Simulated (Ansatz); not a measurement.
`[NH2][AlH][BH]F` + `[OH][InH2]` → `FB[O][InH2]` + `[NH2][AlH2]` at 600 K and 1 bar (cleavage of the B–Al bond).

Gas-phase electronic energies from Ansatz, PBE0-D4/def2-TZVP geometries. CCSD(T)/CBS is the MP2 limit (def2-TZVPP, def2-QZVPP) plus CCSD(T) − MP2 in def2-TZVPP, frozen cores. This one scheme is used for every species. def2 core potentials past Kr. For In outer-core shells are correlated without core-valence functions, which leaves a few kJ/mol of doubt a bond. Each species was taken in one conformer, which may not be the lowest.

```json
{"species": "`[NH2][AlH][BH]F`", "CCSD(T)/CBS energy (Eh)": "-423.76780", "H − E (kJ/mol)": "178.2", "S (J/(mol·K))": "411.4"}
{"species": "`[OH][InH2]`", "CCSD(T)/CBS energy (Eh)": "-266.78179", "H − E (kJ/mol)": "100.4", "S (J/(mol·K))": "326.1"}
{"species": "`FB[O][InH2]`", "CCSD(T)/CBS energy (Eh)": "-391.48685", "H − E (kJ/mol)": "133.2", "S (J/(mol·K))": "404.8"}
{"species": "`[NH2][AlH2]`", "CCSD(T)/CBS energy (Eh)": "-299.14566", "H − E (kJ/mol)": "138.4", "S (J/(mol·K))": "304.9"}
```

H − E and S are ideal-gas, rigid-rotor, harmonic terms from PBE0-D4/def2-TZVP, for one conformer and one mirror image of each species. 1 Eh = 2625.50 kJ/mol, R = 8.31446 J/(mol·K).

By hand: ΔE, ΔH, ΔS and ΔG.

ΔE = (-391.48685) + (-299.14566) − (-423.76780) − (-266.78179) = -0.08292 Eh = -217.7 kJ/mol. Δ(H − E) = 133.2 + 138.4 − 178.2 − 100.4 = -7.0, so ΔH = -224.7 kJ/mol. ΔS = 404.8 + 304.9 − 411.4 − 326.1 = -27.8 J/(mol·K). ΔG = -224.7 − 600 × (-27.8)/1000 = -208.0 kJ/mol.

By hand: the equilibrium constant, and the temperature at which ΔG would vanish if ΔH and ΔS stayed fixed.

log₁₀ K = −ΔG/(RT ln 10) = 18.1. ΔG = 0 at ΔH/ΔS = 8083 K, far beyond where these terms or the molecules hold.

ΔH outweighs TΔS. A doubt of 5 kJ/mol in ΔE shifts log₁₀ K by 0.4 here. Other conformers and mirror images would add mixing entropy, several J/(mol·K) or more a flexible species. Modes under 60 cm⁻¹, often nearly free rotors, make the harmonic entropy too high. These are equilibria of isolated gas molecules and say nothing of rates. Largest T1 diagnostic: 0.017 (customary marks: 0.02 for closed shells, 0.045 for open ones).
